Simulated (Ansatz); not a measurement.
System: C2H6BS, charge 0, multiplicity 2. It need not be the lowest isomer of its formula. 
Structure (B3LYP-D3(BJ)/def2-TZVP (Ansatz, a first-principles code) minimum search):
```
B
C 1 1.5507
H 2 1.0943 1 110.11
H 2 1.0943 3 105.92 1 -118.99
H 2 1.0955 3 108.07 4 -115.60
S 1 1.7442 2 130.01 3 121.93
C 6 1.8343 1 105.15 2 180.00
H 7 1.0865 6 109.89 1 -60.27
H 7 1.0865 8 110.24 6 -121.27
H 7 1.0887 8 109.88 9 -121.24
```
Charge 0, spin multiplicity 2.

Property: atomisation energy (electronic, to ground-state atoms), in eV. Correlated levels leave the core frozen unless marked. Open shells are spin-unrestricted. No spin-orbit coupling. No relativistic terms. The coupled-cluster limit lacks core correlation, which all-electron functionals hold. Basis-set limits of correlation are two-point, X^-3; Hartree-Fock from the larger set. [CCSD(T)-MP2]/basis is that difference in the basis named.

```tsv
level	program	atomisation energy (eV)	minus last row
SVWN5/def2-TZVPD	Ansatz	42.85	5.36
BLYP-D3(BJ)/def2-TZVPD	Ansatz + dftd3	37.56	0.07
B2GP-PLYP-D4/def2-TZVPD	Ansatz + dftd4	37.17	-0.32
B2PLYP-D3(BJ)/def2-TZVPD	Ansatz + dftd3	37.33	-0.16
PBE-QIDH/def2-TZVPD	Ansatz	37.53	0.04
RI-MP2/CBS(aug-cc-pV(T+d)Z,aug-cc-pV(Q+d)Z)+[CCSD(T)-MP2]/aug-cc-pV(Q+d)Z	Ansatz	37.49	0.00
CCSD(T)/CBS(aug-cc-pV(T+d)Z,aug-cc-pV(Q+d)Z)	Ansatz	37.49	0.00
```
